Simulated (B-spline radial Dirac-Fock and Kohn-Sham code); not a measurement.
## Auger decay of the 1s hole in Tl⁶⁺

System: the Tl⁶⁺ ion, [Xe] 4f14 5d7.

The computed values come from a B-spline atomic structure program: independent-particle rates on relativistic LDA orbitals of the hole state (multipoles up to L = 3, Coulomb Auger matrix elements, transition energies from Dirac-Fock). Kinetic energies are configuration averages from the vacuum level; the two-hole energies are estimated from single-hole states. The rates lack the Breit term, which in heavy atoms raises K-L1L1 and K-L1L2.

```
transition  kinetic energy (eV)  width (meV)  share (%)
    K-L1L1              54467.6          147        8.5
    K-L1L2              55128.8          216       12.5
    K-L2L2              55703.4         19.5        1.1
    K-L1L3              57192.8          164        9.5
    K-L2L3              57793.8          375       21.8
    K-L3L3              59854.0          141        8.2
    K-L1M1              66266.0         58.8        3.4
    K-L1M2              66544.2         48.7        2.8
    K-L2M1              66911.2         34.9        2.0
    K-L1M3              67013.6         38.3        2.2
    K-L2M3              67662.1         73.5        4.3
    K-L3M1              68956.4         26.0        1.5
    K-L3M2              69238.0         66.2        3.8
    K-L3M3              69711.1         55.8        3.2
    K-L2N3              70069.7         17.4        1.0
    K-L3N2              71996.6         15.6        0.9
```

The listed channels hold 87 % of the non-radiative rate. Summed by principal shells, of 1.72 eV in all: KLL 61.8 %, KLM 26.2 %, KLN 6.4 %, KMM 2.6 %, KMN 1.3 %, KLO 1.2 %.
